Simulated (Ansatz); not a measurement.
`[SiH3]C1BO1` + `C#CN` → `C#CN[SiH3]` + `B1CO1` at 298.15 K and 1 bar (ligand exchange at the Si–C bond).

Isolated molecules relaxed with PBE0-D4/def2-TZVP in Ansatz; ΔE leaves out vibrations. CBS: MP2 limit from def2 TZ/QZ plus the TZ coupled-cluster correction, frozen cores. This one scheme is used for every species. One conformer a species, not always the lowest.

```json
{"species": "`[SiH3]C1BO1`", "CCSD(T)/CBS energy (Eh)": "-430.08021", "H − E (kJ/mol)": "166.8", "S (J/(mol·K))": "304.6"}
{"species": "`C#CN`", "CCSD(T)/CBS energy (Eh)": "-132.52893", "H − E (kJ/mol)": "129.7", "S (J/(mol·K))": "253.5"}
{"species": "`C#CN[SiH3]`", "CCSD(T)/CBS energy (Eh)": "-422.82807", "H − E (kJ/mol)": "175.2", "S (J/(mol·K))": "316.7"}
{"species": "`B1CO1`", "CCSD(T)/CBS energy (Eh)": "-139.80191", "H − E (kJ/mol)": "122.0", "S (J/(mol·K))": "247.7"}
```

H − E and S are ideal-gas, rigid-rotor, harmonic terms from PBE0-D4/def2-TZVP, for one conformer and one mirror image of each species. 1 Eh = 2625.50 kJ/mol, R = 8.31446 J/(mol·K).

By hand: ΔE, ΔH, ΔS and ΔG.

ΔE = (-422.82807) + (-139.80191) − (-430.08021) − (-132.52893) = -0.02084 Eh = -54.7 kJ/mol. Δ(H − E) = 175.2 + 122.0 − 166.8 − 129.7 = 0.7, so ΔH = -54.0 kJ/mol. ΔS = 316.7 + 247.7 − 304.6 − 253.5 = 6.3 J/(mol·K). ΔG = -54.0 − 298.15 × (6.3)/1000 = -55.9 kJ/mol.

By hand: the equilibrium constant, and the temperature at which ΔG would vanish if ΔH and ΔS stayed fixed.

log₁₀ K = −ΔG/(RT ln 10) = 9.8. ΔH and −TΔS have one sign here, so there is no such temperature.

The number of gas molecules stays the same, so ΔS is small and ΔH decides. A doubt of 5 kJ/mol in ΔE shifts log₁₀ K by 0.9 here. Other conformers and mirror images would add mixing entropy, several J/(mol·K) or more a flexible species. These are equilibria of isolated gas molecules and say nothing of rates. Largest T1 diagnostic: 0.016 (customary marks: 0.02 for closed shells, 0.045 for open ones).

ΔS is within the doubt of such terms, so its sign, and with it that verdict, could turn.
